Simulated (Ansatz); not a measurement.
One geometry of Ge12Mo, several levels of theory.

```yaml
crystal:
  periodic: [false, false, false]
  atoms:
    - {symbol: Mo, position_ang: [-0.299940, 0.054646, -0.258517]}
    - {symbol: Ge, position_ang: [1.987405, -0.073984, 1.581097]}
    - {symbol: Ge, position_ang: [-0.332525, -2.782578, 0.234542]}
    - {symbol: Ge, position_ang: [-2.102936, -1.891651, -1.223895]}
    - {symbol: Ge, position_ang: [-2.494670, 0.959308, -0.967316]}
    - {symbol: Ge, position_ang: [-0.409853, -1.014984, 2.115699]}
    - {symbol: Ge, position_ang: [0.538252, -1.591233, -2.098190]}
    - {symbol: Ge, position_ang: [-2.214451, 0.909252, 1.622128]}
    - {symbol: Ge, position_ang: [2.657645, 2.450101, 1.745288]}
    - {symbol: Ge, position_ang: [0.130960, 1.966489, 1.699398]}
    - {symbol: Ge, position_ang: [-1.549066, -0.300284, -3.069267]}
    - {symbol: Ge, position_ang: [2.561882, -0.510099, -0.884525]}
    - {symbol: Ge, position_ang: [1.527298, 1.825008, -0.496454]}
basis:
  gaussian: {orbitals: def2-SVP, initial_orbitals: start.molden}
correlation: {method: mp2}
scf: {omitted_lower_state_checks: [starts]}
output: {orbitals: {seedname: orbitals}}
```

The file start.molden holds the orbitals of an earlier run on this structure, at another level or in another basis.

```sh
$ ansatz run in.yaml --threads 2 --pin off --events-out ev --progress --plain --max-ram 22528MiB --backend cuda --devices 0, --max-vram 18GiB
```

Output, abridged:

```
Functional definition: HF
4083 factors; integrals over basis functions are off by at most 3.0e-4 eV
mean field evaluation 1: about -679433.3259 eV, gradient 4.0e1 eV
mean field evaluation 2: about -679436.3620 eV, gradient 2.8e0 eV
mean field evaluation 4: about -679436.8030 eV, gradient 9.1e-1 eV
mean field evaluation 8: about -679436.8065 eV, gradient 6.6e-5 eV
mean field -679436.80645132 eV, -24968.8420982779 hartree, gradient 2.4e-6 eV, S^2 0.000000; 0 other end points of the search recorded, 0 dependent functions left out; unrestricted orbitals would lower it
mean field evaluation 16: about -679437.1634 eV, gradient 2.7e-1 eV
108 core orbitals not correlated: weight in the atoms' cores, before any rotation towards them, 1.000 or more for the frozen orbitals, at most 0.000 for the correlated occupied ones
reference -679436.80645132 eV, -24968.8420982779 hartree; 91, 91 occupied and 216, 216 virtual orbitals, 4083 factors
second order -92.73954017 eV of doubles, -0.00000000 eV of singles
Total energy: -679529.54599150 eV, -24972.2502135181 hartree
Checks for a lower state left out: starts
```

Run time 10 s (2 threads of AMD EPYC 7R13 on a shared host and a share (18 GiB) of an NVIDIA H100 80GB HBM3), peak host memory 1.2 GiB.

First input, but with `gaussian: {orbitals: def2-TZVP, fitting: {mean_field: def2-universal-jkfit}, initial_orbitals: start.molden}`, `hamiltonian: {xc: pbe0, dispersion: d4}` and without the key `correlation` (abridged; 7 s):

```
Functional definition: PBE0
mean field -679999.76853018 eV, -24989.5305730862 hartree, gradient 1.3e-5 eV, S^2 0.000000
Total energy: -680001.23791409 eV, -24989.5845719490 hartree
Checks for a lower state left out: starts
```

First input, but with `gaussian: {orbitals: def2-SVP, fitting: {mean_field: def2-universal-jkfit}, initial_orbitals: start.molden}`, `hamiltonian: {xc: pbe, dispersion: d4}` and without the key `correlation` (abridged; 3.6 s):

```
Functional definition: PBE
mean field -679899.57617322 eV, -24985.8485718810 hartree, gradient 1.9e-5 eV, S^2 0.000000
Total energy: -679901.22808375 eV, -24985.9092784731 hartree
Checks for a lower state left out: starts
```

First input, but with `gaussian: {orbitals: STO-3G}`, `hamiltonian: {xc: hf}` and without the key `correlation` (abridged; 72 s, on the CPU threads alone):

```
Functional definition: HF
mean field -777079.45564759 eV, -28557.1432716760 hartree, gradient 2.0e-5 eV, S^2 0.000000
Total energy: -777079.45564759 eV, -28557.1432716760 hartree
Checks for a lower state left out: starts
```

As the first input, with `gaussian: {orbitals: def2-TZVP, fitting: {mean_field: def2-universal-jkfit}, initial_orbitals: start.molden}`, `hamiltonian: {xc: pbe, dispersion: d4}`, `output: {forces: true, orbitals: {seedname: orbitals}}` and without the key `correlation` (abridged; 6 s):

```
Functional definition: PBE
mean field -679985.58214763 eV, -24989.0092331434 hartree, gradient 1.5e-5 eV, S^2 0.000000
Total energy: -679987.23406084 eV, -24989.0699398342 hartree
Atom 0 force    -0.038498    -0.003204     0.038733 eV/Å
Atom 1 force    -0.055407     0.056133    -0.058997 eV/Å
Atom 2 force     0.005598     0.077343    -0.025379 eV/Å
Atom 3 force     0.074049     0.066264     0.014167 eV/Å
Atom 4 force     0.023726    -0.051839     0.012563 eV/Å
Atom 5 force     0.015152     0.025331    -0.039505 eV/Å
Atom 6 force    -0.068554     0.022934     0.013879 eV/Å
Atom 7 force     0.044336    -0.022136    -0.064131 eV/Å
Atom 8 force    -0.042141    -0.047940    -0.034396 eV/Å
Atom 9 force     0.036339    -0.055724    -0.026272 eV/Å
Atom 10 force     0.032230    -0.031192     0.067141 eV/Å
Atom 11 force    -0.041267     0.021861     0.034000 eV/Å
Atom 12 force     0.014436    -0.057831     0.068197 eV/Å
Dipole moment:     0.114031     0.175314     0.004988 e Å
Checks for a lower state left out: starts
```

As the first input, with `gaussian: {orbitals: def2-TZVP, fitting: {mean_field: def2-universal-jkfit}, initial_orbitals: start.molden}`, `hamiltonian: {xc: lda}` and without the key `correlation` (abridged; 4.3 s):

```
Functional definition: SPW92
mean field -679057.01730469 eV, -24954.8851045694 hartree, gradient 1.6e-5 eV, S^2 0.000000
Total energy: -679057.01735175 eV, -24954.8851062987 hartree
Checks for a lower state left out: starts
```

First input, but with `hamiltonian: {xc: pbe}`, `correlation: {method: rpa}` and without the key `output` (abridged; 8.5 s):

```
Functional definition: PBE
mean field -679899.56666593 eV, -24985.8482224944 hartree, gradient 1.7e-6 eV, S^2 0.000000
108 core orbitals not correlated: weight in the atoms' cores, before any rotation towards them, 1.000 or more for the frozen orbitals, at most 0.000 for the correlated occupied ones
Total energy: -679548.26317311 eV, -24972.9380572554 hartree
Checks for a lower state left out: starts
```

Geometry: PBE-D4/def2-SVP.

In the def2 sets Mo takes a core potential, while STO-3G treats all electrons; there is no spin–orbit coupling. Correlated methods freeze 108 core orbitals; core or outer-core shells of Mo, Ge are correlated, in sets that lack core-valence functions. Single mean-field runs in def2-SVP, def2-TZVP are fitted with def2-universal-jkfit. At MP2/def2-SVP the restricted singlet (for correlated methods, its reference) is unstable: a solution with broken spin symmetry lies lower. The restricted singlet is unstable towards broken spin symmetry in Hartree–Fock (as tested in another run); at PBE0-D4/def2-TZVP, PBE-D4/def2-SVP, HF/STO-3G, PBE-D4/def2-TZVP and others this wasn't settled. Another isomer (singlet) lies 1.20 eV lower at PBE0-D4/def2-TZVP; other spin states weren't run for this one.
